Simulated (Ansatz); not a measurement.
`C1N[SiH2][Te]1` at its PBE0-D4/def2-TZVP geometry, where that method's forces vanish. Charge 0, multiplicity 1. Te takes the def2 core potential.

| atom | x (Å) | y (Å) | z (Å) |
| --- | --- | --- | --- |
| C1 | -0.691 | -0.419 | 0.991 |
| N2 | -0.366 | 0.659 | 0.085 |
| Si3 | 0.840 | 0.160 | -1.026 |
| Te4 | 0.668 | -1.970 | 0.245 |
| H5 | -1.718 | -0.779 | 0.905 |
| H6 | -0.449 | -0.211 | 2.036 |
| H7 | -0.857 | 1.532 | 0.186 |
| H8 | 0.438 | 0.134 | -2.461 |
| H9 | 2.135 | 0.892 | -0.961 |

Q: For each bond, give half the difference of the two atoms' forces along it (eV/Å; positive pushes the atoms apart) under PBE-D4, r2SCAN-D4, B3LYP-D4, ωB97M-V in def2-TZVPP. (Estimate.)

A: Ansatz gave: 
```tsv
bond	length (Å)	PBE-D4	r2SCAN-D4	B3LYP-D4	ωB97M-V
C1–N2	1.445	0.03	0.17	0.25	0.36
C1–Te4	2.193	0.27	0.21	0.35	-0.13
C1–H5	1.092	0.09	-0.07	-0.17	-0.14
C1–H6	1.092	0.09	-0.07	-0.17	-0.14
N2–Si3	1.714	0.13	-0.01	0.11	0.08
N2–H7	1.007	0.16	-0.02	-0.07	-0.13
Si3–Te4	2.486	0.23	0.12	0.34	-0.02
Si3–H8	1.490	0.03	-0.03	-0.16	-0.15
Si3–H9	1.490	0.03	-0.03	-0.16	-0.15
```

B3LYP here is the variant with VWN-RPA as its local correlation; programs differ in this.
